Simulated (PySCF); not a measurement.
Constitutional and geometric isomers with formula C2H6OS. All species are isolated molecules in the gas phase. One relaxed conformer stands for each flexible species; it need not be the lowest. Strings in code marks are SMILES.

The four lowest singlet excitations (Tamm–Dancoff). Computed with PBE-D3(BJ)/def2-TZVP // PBE0-D3(BJ)/def2-TZVP run with PySCF. Excitations are Tamm–Dancoff values on a coarser integration grid. The basis has no diffuse functions, so Rydberg states are missing or too high.

```json
[
 {"state": "S1", "energy (eV)": "5.50", "wavelength (nm)": "225", "oscillator strength": "0.008"},
 {"state": "S2", "energy (eV)": "5.87", "wavelength (nm)": "211", "oscillator strength": "0.033"},
 {"state": "S3", "energy (eV)": "6.50", "wavelength (nm)": "191", "oscillator strength": "0.016"},
 {"state": "S4", "energy (eV)": "6.69", "wavelength (nm)": "185", "oscillator strength": "0.025"}
]
```

Problem. Say which member gives these states.
A. `CSCO` (C–S–C–O torsion -65°, S–C–O–H torsion -54°)
B. `COCS` (C–O–C–S torsion -69°, O–C–S–H torsion -68°)
C. `C[C@@H](O)S` (S–C–O–H torsion 47°, O–C–S–H torsion 66°)

Solution. A, `CSCO` (C–S–C–O torsion -65°, S–C–O–H torsion -54°)
